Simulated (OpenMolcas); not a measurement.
**Multiplet structure of Cl2+**

- Program: OpenMolcas
- Method: MS-RASPT2, IPEA 0.25 Eh, imaginary shift 0.1 Eh (closed shells correlated: 2s 2p)
- Basis: ANO-RCC-VQZP [6s5p3d2f1g]
- Scalar Hamiltonian: DKH2, point nucleus
- Active space: 5 electrons in 9 orbitals (RAS2 3s 3p; RAS3 3d, at most 2 electrons)
- State averaging: 2S+1 = 4 odd, 1 root; 2S+1 = 2 odd, 11 roots; 2S+1 = 4 even, 3 roots; 2S+1 = 2 even, 9 roots
- Spin-orbit coupling: state interaction with AMFI integrals over the reference wave functions, term energies averaged over their components

Spin-free terms above the lowest, with the occupations of the reference:

| Configuration | Term | E (cm-1) | Occupations |
| --- | --- | --- | --- |
| 3s2 3p3 | 4S* | 0.0 | 3s 1.96 3p 2.99 3d 0.06 |
| 3s2 3p3 | 2D* | 18410 | 3s 1.96 3p 2.98 3d 0.07 |
| 3s2 3p3 | 2P* | 30330 | 3s 1.93 3p 3.01 3d 0.07 |
| 3s 3p4 | 4P | 99170 | 3s 1.10 3p 3.73 3d 0.17 |
| 3s 3p4 | 2D | 124670 | 3s 1.24 3p 3.45 3d 0.31 |

With spin-orbit coupling, above the lowest level:

```csv
Configuration,Term,J,E (cm-1),Measured (cm-1),Term weight %
3s2 3p3,4S*,3/2,0.0,0.0,100
3s2 3p3,2D*,3/2,18370,18053,100
3s2 3p3,2D*,5/2,18420,18120,100
3s2 3p3,2P*,1/2,30360,29812,100
3s2 3p3,2P*,3/2,30410,29907,99
3s 3p4,4P,5/2,98850,98520,100
3s 3p4,4P,3/2,99400,99130,100
3s 3p4,4P,1/2,99720,99475,100
3s 3p4,2D,3/2,124680,,100
3s 3p4,2D,5/2,124690,,100
```

Against the 7 measured excited levels shown (Moore, Atomic Energy Levels, vol. I, NSRDS-NBS 35 (1971 reprint of NBS Circular 467, 1949)) the mean absolute deviation is 360 cm-1; the largest miss in energy is 3s2 3p3 2P* 1/2: computed 30360, measured 29812 cm-1 (+1.8 %).

Spin-orbit coupling puts the lowest level 15.9 cm-1 below the lowest spin-free term.

CASPT2 breaks the degeneracy within a term, and the mean is taken; among the terms shown or strongly mixed into the levels shown the widest spread is 210 cm-1 (3s 3p4 2D). The run also gave levels led by 3s2 3p2 3d, which use shells meant for correlation; these and all levels above them are left out. Some terms mix strongly with configurations of 3d, whose occupation reaches 0.31 (3s 3p4 4P, 3s 3p4 2D). Computed and measured levels are paired by configuration, term and J; levels that our copy of the source lacks, or whose pairing is in doubt (as where it misses far off the trend of its configuration), stay unpaired and out of the deviations. Levels of configurations outside the active space are missing. The first state left out of the spin-orbit step lies near 170000 cm-1 above the lowest spin-free state of the reference (among the parities and spins computed), and the list stops at four fifths of that energy or lower.

The term weight is that of the spin-free term in the level, not the purity of its configuration. * marks odd parity.
